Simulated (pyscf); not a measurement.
Addition across a multiple bond or ene-type step: `[O]=[SiH2]` + `[OH][SiH3]` → `[OH][SiH2][O][SiH3]`

Gas phase, singlet surface, charge 0. Bonds broken: O5–H7. Bonds formed: O1–H7, Si2–O5. Structures and frequencies: ωB97X-D3(BJ)/def2-SVP in PySCF. MP2 and CC: frozen core, UHF for open shells. ΔMP2 is the change of the MP2 total energy from the triple- to the quadruple-zeta basis.

Transition state (Å):

```xyz
10

O     -0.8863    -1.8477     2.1397
Si    -1.5899    -1.8111     0.7360
H     -1.5395    -2.9370    -0.2344
H     -2.7907    -0.9718     0.4530
O     -0.1670    -0.6727     0.1928
Si    -0.0443     0.8757    -0.5269
H      0.0408    -0.8852     1.2017
H     -0.6496     0.7332    -1.8726
H      1.3955     1.2228    -0.6019
H     -0.7882     1.8596     0.3003
```

One imaginary mode, 398i cm⁻¹; descent along it reached the two sides named, in the forms told below.

| bond | change | reactant side (Å) | saddle | product side |
|---|---|---|---|---|
| O5–H7 | breaks | 0.982 | 1.052 | 2.9 |
| O1–H7 | forms | 2.217 | 1.633 | 0.973 |
| Si2–O5 | forms | 1.963 | 1.901 | 1.658 |

Electronic energies relative to the separated reactants (eV):

| level | barrier | reaction energy | reverse barrier |
|---|---|---|---|
| ωB97X-D3(BJ)/def2-TZVP | -0.89 | -3.43 | 2.54 |
| PBE/def2-TZVP | -0.76 | -2.98 | 2.23 |
| r²SCAN/def2-TZVP | -0.86 | -3.29 | 2.43 |
| B3LYP-D3(BJ)/def2-TZVP | -0.79 | -3.23 | 2.44 |
| PBE0-D3(BJ)/def2-TZVP | -0.90 | -3.34 | 2.44 |
| M06-2X/def2-TZVP | -0.92 | -3.49 | 2.57 |
| ωB97M-D3(BJ)/def2-TZVP | -0.81 | -3.29 | 2.48 |
| HF/def2-TZVP | -0.54 | -3.58 | 3.03 |
| MP2/def2-QZVPP | -0.80 | -3.27 | 2.47 |
| CCSD/def2-TZVPP | -0.72 | -3.34 | 2.62 |
| CCSD(T)/def2-TZVPP | -0.74 | -3.27 | 2.52 |
| CCSD(T)/def2-TZVPP + ΔMP2(QZVPP) | -0.77 | -3.29 | 2.52 |

With CCSD(T)/def2-TZVPP + ΔMP2(QZVPP) energies and thermal terms (ideal gas, 1 atm, RRHO with modes under 100 cm⁻¹ raised to 100, one conformer, R ln 2 for chiral ones without a mode under 150 cm⁻¹), in eV:

```json
[
 {"T (K)": "298", "ΔH‡": "-0.76", "ΔG‡": "-0.26", "ΔH": "-3.18", "ΔG": "-2.71"},
 {"T (K)": "600", "ΔH‡": "-0.76", "ΔG‡": "0.25", "ΔH": "-3.15", "ΔG": "-2.25"},
 {"T (K)": "900", "ΔH‡": "-0.74", "ΔG‡": "0.75", "ΔH": "-3.11", "ΔG": "-1.80"},
 {"T (K)": "1200", "ΔH‡": "-0.71", "ΔG‡": "1.24", "ΔH": "-3.06", "ΔG": "-1.37"}
]
```

On the reactant side the descent ends in an adduct with a O–Si contact, 0.95 eV under the separated species and 0.07 eV under the saddle at ωB97X-D3(BJ)/def2-TZVP. At ωB97X-D3(BJ), PBE, r²SCAN, B3LYP-D3(BJ), PBE0-D3(BJ), M06-2X, ωB97M-D3(BJ), HF, MP2, CCSD, CCSD(T), CCSD(T) the saddle lies under the separated reactants, which points to a path from their complex (located at ωB97X-D3(BJ) alone). What is counted as formed (O–Si) is already present as a longer contact in the reactant adduct; forming that adduct is a step of its own. One saddle was located; it need not be the lowest between these sides. The CCSD(T) − MP2 part came from Ansatz, without density fitting, on the same reference.
